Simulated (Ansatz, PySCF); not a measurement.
Species: CaF₂, charge 0, multiplicity 1. 
Structure (B3LYP-D3(BJ)/def2-TZVP (Ansatz, a quantum-chemistry and plane-wave program) minimum search):
```xyz
3

Ca     0.1079     0.1864     0.1914
F     -0.3681     1.2191    -1.4614
F      0.1283    -1.6332     1.0361
```
Charge 0, spin multiplicity 1.

Total electronic energies in hartree. Correlated levels leave the core frozen unless marked. Spin-orbit coupling is left out. The frozen core is the preceding noble-gas configuration, with the filled d and f shells of earlier blocks. The outer core of K, Ca and their heavier congeners is not correlated, a term that matters for these elements. Non-relativistic. CBS marks a two-point X^-3 extrapolation of the correlation energy; Hartree-Fock from the larger set.

```json
[
 {"level": "HF/def2-QZVPP", "program": "Ansatz", "energy (Eh)": "-875.89647"},
 {"level": "TPSS-D4/def2-TZVPD", "program": "PySCF + dftd4", "energy (Eh)": "…"},
 {"level": "PBE0/def2-SVP", "program": "Ansatz", "energy (Eh)": "-876.80921"},
 {"level": "PW6B95-D4/def2-TZVPD", "program": "PySCF + dftd4", "energy (Eh)": "…"},
 {"level": "CAM-B3LYP/def2-TZVPD", "program": "Ansatz", "energy (Eh)": "-877.51175"},
 {"level": "B2GP-PLYP/def2-TZVPD", "program": "Ansatz", "energy (Eh)": "-877.11374"},
 {"level": "SCS-MP2/STO-3G", "program": "Ansatz", "energy (Eh)": "-865.96343"},
 {"level": "CCSD/STO-3G", "program": "Ansatz", "energy (Eh)": "-865.96864"},
 {"level": "CCSD(T)/CBS(def2-TZVPPD,def2-QZVPPD)", "program": "Ansatz", "energy (Eh)": "-876.5502"}
]
```

Problem. Complete the blanks.

Solution. 
- TPSS-D4/def2-TZVPD, energy (Eh): -877.55892
- PW6B95-D4/def2-TZVPD, energy (Eh): -878.19040
